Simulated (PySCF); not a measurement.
**Electronic structure of Ge²⁺ (germanium, charge +2) at the UHF level**

Configuration: [Ar] 3d10 4s2, closed-shell 1S. All numbers are calculated (PySCF 2.14, no relativity, point nucleus, in def2-TZVP).

* Total energy: -2074.488155 hartree
* One-electron energy: -2872.1690 hartree
* Hartree (Coulomb) energy: 874.6728 hartree
* Exchange energy: -76.9919 hartree
* Kinetic energy: 2074.39737 hartree
* ⟨S²⟩: 0.0000
* ⟨L²⟩: 0.000
* Sum of ⟨r⟩: 18.04 bohr
* Sum of ⟨r²⟩: 20.15 bohr²
* Density at the nucleus (Gaussians lack the cusp): 21900 bohr⁻³
* Langevin diamagnetic susceptibility: -16.0 ×10⁻⁶ cm³/mol
* Time after the integrals: 0.2 s of wall time on 1 thread of Neoverse-N1 (shared host)

```csv
shell,electrons,mean orbital energy (hartree),"rms radius, mean of both spins (bohr)"
1s,2,-405.98789,0.0554
2s,2,-52.88742,0.231
2p,6,-46.97286,0.205
3s,2,-7.92547,0.678
3p,6,-5.89271,0.705
3d,10,-2.36642,0.805
4s,2,-1.17408,2.17
```
